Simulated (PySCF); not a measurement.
C6H16Si, SMILES CC(C)[SiH2]C(C)C (GFN2-xTB optimised geometry):

```
23

C      2.723     0.857     1.471
C      1.198     0.837     1.518
C      0.725     0.219     2.832
Si     0.496    -0.085     0.000
C     -1.415    -0.085     0.000
C     -1.986     1.332     0.000
C     -1.948    -0.861    -1.200
H      3.118    -0.156     1.503
H      3.130     1.406     2.320
H      3.076     1.329     0.557
H      0.857     1.878     1.497
H      1.140     0.758     3.683
H     -0.360     0.248     2.910
H      1.046    -0.819     2.902
H      0.972    -1.476     0.017
H      0.979     0.574    -1.223
H     -1.774    -0.590     0.903
H     -1.663     1.884     0.879
H     -1.659     1.874    -0.885
H     -3.076     1.307    -0.003
H     -3.037    -0.890    -1.190
H     -1.579    -1.884    -1.193
H     -1.629    -0.393    -2.128
```

Computed with PBE/def2-SVP (PySCF).

Task: What are the frontier orbital energies and the dipole moment?

Result: HOMO-2 -7.65 eV, HOMO-1 -6.91 eV, HOMO -6.34 eV, LUMO 0.61 eV, LUMO+1 0.65 eV; dipole moment 0.70 D.

Meta-Löwdin charges at PBE/def2-SVP: C1 -0.30, C2 -0.25, C3 -0.30, Si4 0.56, C5 -0.25, C6 -0.30, C7 -0.30, H8 0.10, H9 0.10, H10 0.10, H11 0.10, H12 0.10, H13 0.10, H14 0.10, H15 -0.10, H16 -0.10, H17 0.10, H18 0.10, H19 0.10, H20 0.10, H21 0.10, H22 0.10, H23 0.10.
